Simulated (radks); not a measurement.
Ionisation of the iron ion Fe23+, [He] 2s1, to [He] as the strength of local exchange is varied. All-electron calculation, scalar-relativistic Kohn-Sham, Slater X-alpha exchange (alpha = 2/3 is LDA exchange), no correlation, spin-polarised, spherical densities, point nucleus; open shells are filled with parallel spins first. Program: a radial shooting solver on a logarithmic mesh with Libxc functionals.

alpha  E(Fe23+) (hartree)  exchange (hartree)  IE (eV)  -e of the level emptied (eV)  <r> of it (bohr)
0.623          -737.54710           -15.09091   2038.5                   1999.2 (2s)            0.2400
0.667          -738.61404           -16.16992   2042.6                   2004.1 (2s)            0.2397
0.705          -739.53619           -17.10320   2046.1                   2008.2 (2s)            0.2395
0.814          -742.18490           -19.78746   2056.2                   2020.3 (2s)            0.2388
0.831          -742.59849           -20.20707   2057.7                   2022.2 (2s)            0.2387
0.848          -743.01220           -20.62694   2059.3                   2024.1 (2s)            0.2386
?              -747.88918           -25.58614   2077.9                   2046.3 (2s)            0.2374

Which alpha was used in the last row?

Answer. alpha = 1.048. NIST Atomic Spectra Database: 2045.8 eV (theoretical). The Delta-SCF value meets it near alpha = 0.70.
